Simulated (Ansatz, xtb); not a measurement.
## A geometry optimisation of GaH3Si2Zn with r2SCAN-D4/def2-SVP

The starting geometry of this gas-phase singlet was built from a drawn formula by distance geometry; its bonds are those of `[ZnH][Si]#[Si][GaH2]`.

```xyz
7

Ga   -0.6509   -3.1666    0.8157
Si   -2.6822    0.2807   -1.2793
Si   -1.7908   -1.1399   -0.4101
Zn   -3.8096    2.2764   -2.4678
H    -3.3140    3.8441   -2.8233
H     0.8221   -3.2851    0.6051
H    -1.4081   -3.2942    2.2165
```

Task: Predict what it relaxes into with r2SCAN-D4/def2-SVP.

Result: A new bond forms, giving a structure given below by its coordinates. Distances that change by over a tenth: Ga1–Si3 (2.63 → 2.36 Å), Si2–Si3 (1.89 → 2.13 Å). Contacts that close: Si3–Zn4 (4.47 → 2.52 Å).

The energy falls by 2.56 eV over 24 steps:

```
step  E − E(last) (eV)
   1             2.563
   4             0.760
   6             0.605
   9             0.468
  11             0.351
  14             0.147
  16             0.066
  19             0.008
  21             0.002
  24             0.000
```

Final geometry (Å):

```xyz
7

Ga   -0.9302   -2.0908    0.3319
Si   -4.4982    0.5372   -0.3517
Si   -2.8862   -0.7886    0.0695
Zn   -2.4216    1.0385   -1.6007
H    -1.4854    1.7799   -2.5814
H     0.3045   -1.6571   -0.5221
H    -0.9165   -3.3038    1.3113
```

From the same start GFN2-xTB ends elsewhere, differing in Ga1–Si2 (2.53 against 4.48 Å here).

No frequencies were run, so the end isn't proven a minimum. Run with Ansatz 0.2.0, 50 s on 2 threads of Intel(R) Xeon(R) 6975P-C (Granite Rapids) (shared host).
